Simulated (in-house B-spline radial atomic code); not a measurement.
Values are calculated unless marked as measured or tabulated.
## Co in an electron gas of r_s = 3: phase shifts, screening, friction and resistivity

A nucleus sits in a uniform electron gas with a rigid positive background. The Kohn-Sham equations are solved self-consistently in the spin-unpolarised LDA (PW92), non-relativistic, on B-splines with outgoing waves at the boundary and partial waves to l = 8. The model has no lattice, no bands and no magnetic solution. Atomic units; δ_l are the phase shifts at the Fermi level, counted so that each bound state adds π, and good to about 0.0005. A narrow, partly filled d or f resonance in a thin gas would split by spin, so such rows rest on a solution that is probably unstable.

The density parameter is r_s = 3 bohr, near that of the valence electrons of Ag (1 per atom, density 10.5 g/cm³, mass 107.87 u, which gives r_s = 3.02).

| l | δ_l (rad) |
| --- | --- |
| 0 | 9.6487 |
| 1 | 6.4209 |
| 2 | 2.7203 |
| 3 | -0.0137 |
| 4 | -0.0009 |
| 5 | -0.0003 |
| 6 | -0.0001 |
| 7 | -0.0002 |
| 8 | -0.0002 |

Bound levels below the band bottom (hartree): s -275.1, s -31.8, p -27.58, s -3.102, p -1.844.

(1) Check the Friedel sum rule, and say where the screening charge sits.

(2) Find the transport cross section and the electronic stopping of a 10 keV Co ion (mass 58.93 u).

(3) What residual resistivity would 1 atomic per cent of such centres give in Ag?

(4) On a substitutional site the background of one host ion, a sphere holding 1 charge, is taken out. The phase shifts for l = 0 to 4 become 9.4294, 6.2379, 2.5704, -0.0201, -0.0018. What follows?

## Answers

(1) k_F = (9π/4)^(1/3)/r_s = 0.63972. The rule is Z = (2/π) Σ (2l + 1) δ_l. The terms are s 6.143, p 12.263, d 8.659, f -0.061 and -0.012 beyond, in all 26.991 against Z = 27. Bound states hold 6 s, 12 p, 0 d electrons, so the scattering states carry 8.99 in all.

(2) σ_tr = (4π/k_F²) Σ (l + 1) sin²(δ_l − δ_(l+1)). The terms for l = 0 to 3 are 0.0074, 0.5625, 0.4714, 0.0007, all together 1.0420, so σ_tr = 30.707 × 1.0420 = 31.996 bohr². With n = 3/(4π r_s³) = 0.008842, the friction coefficient is Q = n k_F σ_tr = 0.1810. For v well below v_F = 0.640, dE/dx = Q v; with 24801 eV per u at v = 1, v = √(10000/(24801 × 58.93)) = 0.0827, so dE/dx = 0.01497 hartree/bohr = 7.7 eV/nm. The largest term couples the p and d waves.

(3) Δρ = k_F n_i σ_tr/n in atomic units of 21.74 μΩ·cm. With one host atom per 1 electron, n_i/n = 0.01/1, so Δρ = 0.6397 × 0.01000 × 31.996 × 21.74 = 4.45 μΩ·cm. This is an atom added to the gas, as on an interstitial site.

(4) The Friedel sum is now 25.99, for Z − 1 = 26. The sum in σ_tr is 1.3304, so σ_tr = 40.85 bohr² and Δρ = 5.68 μΩ·cm per atomic per cent, 1.28 times the value above. A real host ion scatters too, so this model doesn't give zero even for the host's own atom.
